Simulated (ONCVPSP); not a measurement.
# Pseudopotential generation for tellurium: ONCV, PBE, scalar-relativistic.

Input for ONCVPSP 4.0.1:

```
# ATOM AND REFERENCE CONFIGURATION
# atsym  z   nc   nv     iexc    psfile
  Te 52.00    6    5        4      upf
#
#   n    l    f
    1    0    2.00
    2    0    2.00
    2    1    6.00
    3    0    2.00
    3    1    6.00
    3    2   10.00
    4    0    2.00
    4    1    6.00
    4    2   10.00
    5    0    2.00
    5    1    4.00
#
# PSEUDOPOTENTIAL AND OPTIMIZATION
# lmax
    2
#
#   l,   rc,      ep,       ncon, nbas, qcut
    0    1.20    0.00    4    7   11.30
    1    1.35    0.00    4    7   11.30
    2    1.15    0.00    3    8   13.00
#
# LOCAL POTENTIAL
# lloc, lpopt,  rc(5),   dvloc0
    4    4    1.05    6.00
#
# VANDERBILT-KLEINMAN-BYLANDER PROJECTORs
# l, nproj, debl
    0    2    0.70
    1    2    3.00
    2    1    1.10
#
# MODEL CORE CHARGE
# icmod, fcfact, rcfact
    3    5.25    1.05
#
# LOG DERIVATIVE ANALYSIS
# epsh1, epsh2, depsh
   -8.00    5.00    0.04
#
# OUTPUT GRID
# rlmax, drl
    6.00    0.01
#
# TEST CONFIGURATIONS
# ncnf
    4
# nvcnf
#   n    l    f
    5
    4    0    2.00
    4    1    6.00
    4    2   10.00
    5    0    2.00
    5    1    3.00
#
    5
    4    0    2.00
    4    1    6.00
    4    2   10.00
    5    0    2.00
    5    1    2.00
#
    5
    4    0    2.00
    4    1    6.00
    4    2   10.00
    5    0    2.00
    5    1    1.00
#
    5
    4    0    2.00
    4    1    6.00
    4    2   10.00
    5    0    1.00
    5    1    4.00
#
```

Command:

```bash
oncvpsp.x < Te.dat > Te.out
```

Output (shortened: citation, most of the input echo, consistency checks and plot data are left out):

```
ONCVPSP  (Optimized Norm-Conservinng Vanderbilt PSeudopotential)
scalar-relativistic version 4.0.1

#   n    l    f        energy (Ha)
    1    0    2.00    -1.1623554E+03
    2    0    2.00    -1.7824669E+02
    2    1    6.00    -1.6000618E+02
    3    0    2.00    -3.5471808E+01
    3    1    6.00    -2.9543182E+01
    3    2   10.00    -2.0581524E+01
    4    0    2.00    -6.0411404E+00
    4    1    6.00    -4.2044566E+00
    4    2   10.00    -1.5307180E+00
    5    0    2.00    -5.5523108E-01
    5    1    4.00    -2.1877984E-01

Reference configufation results
  iterations    25
  all-electron total energy (Ha)   -6.79448158D+03

Begin loop to  construct optimized pseudo wave functions
and semi-local pseudopoentials for all angular momenta

Calculating optimized projector #   1

 for l=   0

    Fraction of norm inside rc  0.941970
    Optimizing pswf for qcut=  11.28 a_B^-1,  ecut=  63.65 Ha
    Residual kinetic energy error=  1.11D-06 Ha

    Energy error per electron        Cutoff
         Ha          eV             Ha
         0.01000     0.27211       36.57
         0.00100     0.02721       45.36
         0.00010     0.00272       52.37
         0.00001     0.00027       57.72

Calculating optimized projector #   2

 for l=   0

    Fraction of norm inside rc  0.076871
    Optimizing pswf for qcut=  11.28 a_B^-1,  ecut=  63.65 Ha
    Residual kinetic energy error=  1.99D-06 Ha

    Energy error per electron        Cutoff
         Ha          eV             Ha
         0.01000     0.27211       33.22
         0.00100     0.02721       44.24
         0.00010     0.00272       52.64
         0.00001     0.00027       59.08

Calculating optimized projector #   1

 for l=   1

    Fraction of norm inside rc  0.951861
    Optimizing pswf for qcut=  11.31 a_B^-1,  ecut=  63.94 Ha
    Residual kinetic energy error=  1.38D-07 Ha

    Energy error per electron        Cutoff
         Ha          eV             Ha
         0.01000     0.27211       21.98
         0.00100     0.02721       26.64
         0.00010     0.00272       31.32
         0.00001     0.00027       47.70

Calculating optimized projector #   2

 for l=   1

    Fraction of norm inside rc  0.055647
    Optimizing pswf for qcut=  11.31 a_B^-1,  ecut=  63.94 Ha
    Residual kinetic energy error=  1.98D-07 Ha

    Energy error per electron        Cutoff
         Ha          eV             Ha
         0.01000     0.27211       17.39
         0.00100     0.02721       22.92
         0.00010     0.00272       39.28
         0.00001     0.00027       51.26

Calculating optimized projector #   1

 for l=   2

    Fraction of norm inside rc  0.725166
    Optimizing pswf for qcut=  13.00 a_B^-1,  ecut=  84.50 Ha
    Residual kinetic energy error=  4.69D-08 Ha

    Energy error per electron        Cutoff
         Ha          eV             Ha
         0.01000     0.27211       42.32
         0.00100     0.02721       53.34
         0.00010     0.00272       62.82
         0.00001     0.00027       70.61

Construct Vanderbilt / Kleinmman-Bylander projectors

B matrix Hermiticity error, ll=   0
   1   2    1.2812E-03

  Orthonormal projector coefficients  1.6670E+01 -1.7946E+00

B matrix Hermiticity error, ll=   1
   1   2    6.4154E-04

  Orthonormal projector coefficients -2.5387E+00  1.2982E+00

Model core correction analysis
  based on d2Exc/dn_idn_j

d2excae - all-electron derivatives

   -3.656956D-02   -3.356146D-02   -2.640130D-02   -3.000469D-03
   -1.698631D-03
   -3.356156D-02   -3.187116D-02   -2.640960D-02   -3.424943D-03
   -1.752633D-03
   -2.640147D-02   -2.640968D-02   -2.490456D-02   -6.359856D-03
   -3.047846D-03
   -3.000421D-03   -3.424830D-03   -6.359593D-03   -2.459496D-02
   -1.975620D-02
   -1.698642D-03   -1.752616D-03   -3.047756D-03   -1.975592D-02
   -2.089406D-02

d2excps - pseudofunction derivatives with no core correction

   -4.074517D-02   -3.745948D-02   -2.874196D-02   -3.653474D-03
   -2.062447D-03
   -3.745959D-02   -3.507706D-02   -2.841164D-02   -4.091057D-03
   -2.094433D-03
   -2.874219D-02   -2.841173D-02   -2.664549D-02   -6.629115D-03
   -3.199023D-03
   -3.653448D-03   -4.090975D-03   -6.628857D-03   -2.467607D-02
   -1.980643D-02
   -2.062474D-03   -2.094431D-03   -3.198935D-03   -1.980615D-02
   -2.092166D-02

rms 2nd derivative error    1.817135E-03

rmatch, rhocmatch    0.5022   56.7225

Teter function model core charge with specified parameters

d2excps - pseudofunction derivatives with core correction

   -3.772322D-02   -3.499970D-02   -2.806940D-02   -3.234096D-03
   -1.827236D-03
   -3.499982D-02   -3.312971D-02   -2.785333D-02   -3.750400D-03
   -1.908235D-03
   -2.806958D-02   -2.785339D-02   -2.646939D-02   -6.525483D-03
   -3.142807D-03
   -3.234062D-03   -3.750300D-03   -6.525224D-03   -2.462072D-02
   -1.977511D-02
   -1.827253D-03   -1.908223D-03   -3.142719D-03   -1.977483D-02
   -2.090437D-02

rms 2nd derivative error    8.879517E-04

Pseudoatom total energy -268.307459

Diagnostic tests using Vanderbilt-Kleinman-Bylander pseudopotentials
  1 or more projectors used as specified by nproj input data

   l    rcore       rmatch      e in        delta e   norm test  slope test

   0   1.2028316   1.2393522  -6.0411404   0.0000060   1.0003550   1.0003403
   0   1.2028316   1.2393522  -0.5552311   0.0000225   1.0000812   1.0000681

   1   1.3557027   1.3968647  -4.2044566   0.0000128   1.0002983   1.0002962
   1   1.3557027   1.3968647  -0.2187798   0.0000147   1.0000745   1.0000581

   2   1.1535036   1.1885265  -1.5307180  -0.0000291   0.9999945   1.0000253

 Testing for bound ghosts
   n   l    E NL Schr. Eq   E Basis Diag.   E Cutoff

   1   0       -6.041134       -6.041129    131.63
   2   0       -0.555209       -0.482844    131.63

   2   1       -4.204444       -4.204441    122.25
   3   1       -0.218765       -0.125632    122.25

   3   2       -1.530747       -1.529960    194.27

 Testing for highly-localized positive-energy ghosts
       l    <radius>/rc     E Basis Diag.   E Cutoff

Test configuration 0

   n   l     f        eae           eps        diff
   1   0  2.0000-1162.35542702
   2   0  2.0000 -178.24669001
   2   1  6.0000 -160.00617970
   3   0  2.0000  -35.47180848
   3   1  6.0000  -29.54318162
   3   2 10.0000  -20.58152409
   4   0  2.0000   -6.04114043   -6.04113447    5.95D-06
   4   1  6.0000   -4.20445660   -4.20444382    1.28D-05
   4   2 10.0000   -1.53071796   -1.53074703   -2.91D-05
   5   0  2.0000   -0.55523108   -0.55520857    2.25D-05
   5   1  4.0000   -0.21877984   -0.21876512    1.47D-05

    Total energies and differences
      AE_ref= -6.79448158D+03  AE_tst= -6.79448158D+03  dif=  0.00D+00
      PS_ref= -2.68307459D+02  PS_tst= -2.68307459D+02  dif=  1.14D-13
      PSP excitation error= -1.14D-13

Test configuration 1

   n   l     f        eae           eps        diff
   1   0  2.0000-1162.69189848
   2   0  2.0000 -178.58157394
   2   1  6.0000 -160.34125294
   3   0  2.0000  -35.80595409
   3   1  6.0000  -29.87734254
   3   2 10.0000  -20.91568308
   4   0  2.0000   -6.37386034   -6.37398582   -1.25D-04
   4   1  6.0000   -4.53702394   -4.53711619   -9.22D-05
   4   2 10.0000   -1.86233163   -1.86235562   -2.40D-05
   5   0  2.0000   -0.86152193   -0.86149970    2.22D-05
   5   1  3.0000   -0.50283714   -0.50281968    1.75D-05

    Total energies and differences
      AE_ref= -6.79448158D+03  AE_tst= -6.79412405D+03  dif=  3.58D-01
      PS_ref= -2.68307459D+02  PS_tst= -2.67949851D+02  dif=  3.58D-01
      PSP excitation error= -7.60D-05

Test configuration 2

   n   l     f        eae           eps        diff
   1   0  2.0000-1163.08063762
   2   0  2.0000 -178.96723614
   2   1  6.0000 -160.72726474
   3   0  2.0000  -36.19016583
   3   1  6.0000  -30.26158127
   3   2 10.0000  -21.29992836
   4   0  2.0000   -6.75512185   -6.75551613   -3.94D-04
   4   1  6.0000   -4.91791573   -4.91822262   -3.07D-04
   4   2 10.0000   -2.24124864   -2.24127131   -2.27D-05
   5   0  2.0000   -1.20225398   -1.20224758    6.40D-06
   5   1  2.0000   -0.81967105   -0.81966336    7.69D-06

    Total energies and differences
      AE_ref= -6.79448158D+03  AE_tst= -6.79346532D+03  dif=  1.02D+00
      PS_ref= -2.68307459D+02  PS_tst= -2.67290960D+02  dif=  1.02D+00
      PSP excitation error= -2.35D-04

Test configuration 3

   n   l     f        eae           eps        diff
   1   0  2.0000-1163.51337061
   2   0  2.0000 -179.39520717
   2   1  6.0000 -161.15576470
   3   0  2.0000  -36.61586663
   3   1  6.0000  -30.68732196
   3   2 10.0000  -21.72568818
   4   0  2.0000   -7.17609758   -7.17692482   -8.27D-04
   4   1  6.0000   -5.33824560   -5.33889921   -6.54D-04
   4   2 10.0000   -2.65840698   -2.65844039   -3.34D-05
   5   0  2.0000   -1.56894548   -1.56898155   -3.61D-05
   5   1  1.0000   -1.16154976   -1.16157521   -2.55D-05

    Total energies and differences
      AE_ref= -6.79448158D+03  AE_tst= -6.79247682D+03  dif=  2.00D+00
      PS_ref= -2.68307459D+02  PS_tst= -2.66302198D+02  dif=  2.01D+00
      PSP excitation error= -5.02D-04

Test configuration 4

   n   l     f        eae           eps        diff
   1   0  2.0000-1162.74540939
   2   0  2.0000 -178.63425212
   2   1  6.0000 -160.39373646
   3   0  2.0000  -35.85937825
   3   1  6.0000  -29.93072976
   3   2 10.0000  -20.96902423
   4   0  2.0000   -6.42661614   -6.42682344   -2.07D-04
   4   1  6.0000   -4.58935865   -4.58947550   -1.17D-04
   4   2 10.0000   -1.91245868   -1.91245411    4.56D-06
   5   0  1.0000   -0.89020823   -0.89019839    9.84D-06
   5   1  4.0000   -0.52548160   -0.52546754    1.41D-05

    Total energies and differences
      AE_ref= -6.79448158D+03  AE_tst= -6.79376234D+03  dif=  7.19D-01
      PS_ref= -2.68307459D+02  PS_tst= -2.67588117D+02  dif=  7.19D-01
      PSP excitation error= -9.98D-05
```

The run took about 3.5 s on one core of a shared server CPU.
